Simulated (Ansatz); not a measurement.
Input file for Ansatz (an electronic-structure program): R-CCSD(T)/def2-SVP on BH2IO2 (SMILES OB(O)I), a point of a torsion scan. Elements past Kr take the def2 small-core potentials; no spin–orbit coupling. The run froze 12 orbitals, filled d shells among them.

Ansatz 0.2 input:
```yaml
crystal:
  periodic: [false, false, false]
  atoms:
    - {symbol: O, position_ang: [0.21493572, 1.34836194, -0.18959234]}
    - {symbol: B, position_ang: [0.22307961, 0.02200582, -0.12120789]}
    - {symbol: O, position_ang: [0.14626219, -0.67879488, -1.24683368]}
    - {symbol: I, position_ang: [0.35988510, -0.98375134, 1.79775219]}
    - {symbol: H, position_ang: [0.26900155, 1.87885018, 0.60354753]}
    - {symbol: H, position_ang: [0.15017492, -1.63428487, -1.22870259]}
basis:
  gaussian:
    orbitals: def2-SVP
magnetization: {spin_polarized: false}
correlation: {method: ccsd_t, electrons: outside_noble_gas}
scf: {lower_state_search: off}
```

Program output:

```
WARN ansatz: RAYON_NUM_THREADS=1 ignored (pool sized by the plan → 1); use --threads N
Functional definition: HF
these checks for a lower state are left out or cut short: stability, starts, cluster_reference, orbital_swaps, neighbouring_geometries, increment
integrals: 0.07 GiB planned
836 factors; integrals over basis functions are off by at most 1.4e-3 eV
mean field: 0.20 GiB planned
mean field evaluation 1: about -12846.9522 eV, gradient 4.0e1 eV
mean field evaluation 2: about -12847.0342 eV, gradient 4.0e1 eV
mean field evaluation 4: about -12850.1452 eV, gradient 2.5e0 eV
mean field evaluation 8: about -12850.1756 eV, gradient 1.5e-1 eV
mean field -12850.17578158 eV, -472.2352498109 hartree, gradient 1.4e-6 eV, S^2 0.000000; 0 other end points of the search recorded, 0 dependent functions left out
12 core orbitals not correlated
reference -12850.17578158 eV, -472.2352498109 hartree; 12, 12 occupied and 54, 54 virtual orbitals, 836 factors
second order -14.90518636 eV of doubles, -0.00000000 eV of singles
coupled cluster: 0.18 GiB planned
cycle   1  -15.09481026 eV  change   -1.9e-1 eV  update   8.7e-2
cycle   2  -15.40826128 eV  change   -3.1e-1 eV  update   2.4e-2
cycle   3  -15.48921714 eV  change   -8.1e-2 eV  update   1.3e-2
cycle   4  -15.48419062 eV  change    5.0e-3 eV  update   2.7e-3
cycle   5  -15.48305639 eV  change    1.1e-3 eV  update   9.9e-4
cycle   6  -15.48323667 eV  change   -1.8e-4 eV  update   3.0e-4
cycle   7  -15.48309054 eV  change    1.5e-4 eV  update   7.9e-5
cycle   8  -15.48306890 eV  change    2.2e-5 eV  update   2.4e-5
perturbative correction -0.37146890 eV, -0.0136512304 hartree
Total energy: -12866.03031938 eV, -472.8178933287 hartree
Checks for a lower state left out: stability, starts, cluster_reference, orbital_swaps, neighbouring_geometries, increment
```

The run converged.

Cost: around 4 core-seconds (rough).
